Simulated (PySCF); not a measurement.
## SMILES CC#C[P@@]1(=[Se])C[C@H]1C, C6H9PSe

Geometry:
```
atom   x (Å)   y (Å)   z (Å)
  C1   3.363   0.730   0.279
  C2   2.070   0.317  -0.203
  C3   0.961  -0.034  -0.525
  P4  -0.519  -0.517  -1.324
 Se5  -0.587  -0.718  -3.411
  C6  -1.447  -1.573  -0.160
  C7  -1.935  -0.115  -0.230
  C8  -1.790   0.740   1.001
  H9   3.264   1.253   1.230
 H10   3.824   1.397  -0.448
 H11   4.004  -0.141   0.416
 H12  -0.972  -1.876   0.764
 H13  -2.099  -2.328  -0.583
 H14  -2.875   0.018  -0.760
 H15  -0.787   0.649   1.414
 H16  -1.974   1.787   0.771
 H17  -2.508   0.423   1.758
```

Method: PySCF 2.14.0, TDDFT PBE0/def2-SVPD circular dichroism and optical rotation, one conformer, gas phase. Geometry: GFN2-xTB.

The calculation is non-relativistic, which matters for the atoms heavier than Zn. States above about 5.9 eV (minus the energy of the highest occupied orbital) lie near or above the ionisation threshold and depend on the basis.

Stereocentres: P4 R, C7 R.

Task: Give the optical rotatory dispersion at 633, 589.3, 546, 436, 405, 365, 355 nm.

Result: [α] in deg dm⁻¹ (g/mL)⁻¹:
```
λ (nm)  origin-invariant length gauge  modified velocity gauge  length gauge (centre of mass)  isotropic polarisability (au)
   633                          +13.7                    +13.9                          +13.7                          137.7
 589.3                          +16.5                    +17.0                          +16.5                          138.7
   546                          +20.3                    +21.1                          +20.2                          139.9
   436                          +36.6                    +41.2                          +36.2                          145.6
   405                          +41.4                    +49.9                          +40.6                          148.6
   365                          +22.9                    +47.6                          +20.8                          154.6
   355                           -5.2                    +30.9                           -8.4                          156.9
```

The shortest wavelength is close to the first absorption, where this undamped response comes out too large.

Where the gauges differ in sign the basis doesn't settle the rotation.

Task: And for the mirror image at 589.3 nm?

Result: -16.5 deg dm⁻¹ (g/mL)⁻¹ (origin-invariant length gauge): the same size and the opposite sign.

Task: What is the molar rotation [Φ] = [α]·M/100 of the geometry above at 589.3 nm?

Result: With M = 191.08 g/mol, +31.6 deg cm² dmol⁻¹ (origin-invariant length gauge).

The first excitation lies at 3.86 eV (321 nm) with R = -1.0 × 10⁻⁴⁰ esu² cm² (velocity form).
